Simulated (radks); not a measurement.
Radial electron density D(r) = 4 pi r^2 rho(r) of an atom or ion with 60 electrons. Calculated with a radial shooting solver on a logarithmic mesh with Libxc functionals: scalar-relativistic Kohn-Sham, r2SCAN, spin-unpolarised, spherical densities, finite nucleus; meta-GGA in the generalised Kohn-Sham scheme; Fermi nuclear charge, rms radius of each element as measured or else 0.836 A^(1/3) + 0.57 fm.

```
   r/bohr * D(r) (the largest magnitude, 105, reaches the edge; | marks zero)
0.0009719 | *
 0.001328 |  *
 0.001814 |   *
 0.002478 |      *
 0.003359 |          *
 0.004588 |                *
 0.006268 |                       *
 0.008564 |                               *
  0.01161 |                                      *
  0.01586 |                                         *
  0.02166 |                                       *
  0.02959 |                                    *
  0.04043 |                                      *
  0.05479 |                                                *
  0.07485 |                                                      *
   0.1023 |                                              *
   0.1397 |                                        *
   0.1893 |                                              *
   0.2587 |                                       *
   0.3534 |                    *
   0.4828 |                   *
   0.6543 |                   *
   0.8939 |         *
    1.221 |     *
    1.668 |   *
    2.261 | *
    3.089 |*
     4.22 *
    5.765 *
    7.813 *
    10.67 *
```

What is the nuclear charge?

Answer. Z = 60. The innermost maximum, from 1s, lies near gamma/Z bohr with gamma = sqrt(1 - (Z/c)^2) = 0.899, here 0.015 bohr (found: 0.0164), and its height grows with Z. The density is that of neutral neodymium in [Xe] 4f4 6s2; the configuration itself is not fixed sharply by these data, and Z only to a few units. D(r) has 4 maxima, at r = 0.0164, 0.0731, 0.205, 0.567 bohr, and minima at 0.0315, 0.135, 0.411 bohr, inside which lie 1.95, 11.20, 29.10 electrons.
